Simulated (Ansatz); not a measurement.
`O=C(O)[TeH]` + `C1=NC1` → `[TeH]C1=NC1` + `O=CO` at 700 K and 1 bar (formal exchange of groups at a Te–C bond).

Program: Ansatz. Geometries: PBE0-D4/def2-TZVP. ΔE: electronic, gas phase. CBS: MP2 limit from def2 TZ/QZ plus the TZ coupled-cluster correction, frozen cores. This one scheme is used for every species. def2 core potentials past Kr. For Te outer-core shells are correlated without core-valence functions, which leaves a few kJ/mol of doubt a bond. One conformer a species, not always the lowest.

```tsv
species	CCSD(T)/CBS energy (Eh)	H − E (kJ/mol)	S (J/(mol·K))
`O=C(O)[TeH]`	-457.32249	132.0	386.0
`C1=NC1`	-132.51911	156.2	299.5
`[TeH]C1=NC1`	-400.24331	165.7	389.7
`O=CO`	-189.60296	123.9	296.8
```

H − E and S are ideal-gas, rigid-rotor, harmonic terms from PBE0-D4/def2-TZVP, for one conformer and one mirror image of each species. 1 Eh = 2625.50 kJ/mol, R = 8.31446 J/(mol·K).

Problem. By hand: ΔE, ΔH, ΔS and ΔG.

Solution. ΔE = (-400.24331) + (-189.60296) − (-457.32249) − (-132.51911) = -0.00467 Eh = -12.3 kJ/mol. Δ(H − E) = 165.7 + 123.9 − 132.0 − 156.2 = 1.4, so ΔH = -10.9 kJ/mol. ΔS = 389.7 + 296.8 − 386.0 − 299.5 = 1.0 J/(mol·K). ΔG = -10.9 − 700 × (1.0)/1000 = -11.6 kJ/mol.

Problem. By hand: the equilibrium constant, and the temperature at which ΔG would vanish if ΔH and ΔS stayed fixed.

Solution. log₁₀ K = −ΔG/(RT ln 10) = 0.9. ΔH and −TΔS have one sign here, so there is no such temperature.

The number of gas molecules stays the same, so ΔS is small and ΔH decides. A doubt of 5 kJ/mol in ΔE shifts log₁₀ K by 0.4 here. Other conformers and mirror images would add mixing entropy, several J/(mol·K) or more a flexible species. These are equilibria of isolated gas molecules and say nothing of rates. Largest T1 diagnostic: 0.016 (customary marks: 0.02 for closed shells, 0.045 for open ones).

ΔS is within the doubt of such terms, so its sign, and with it that verdict, could turn.
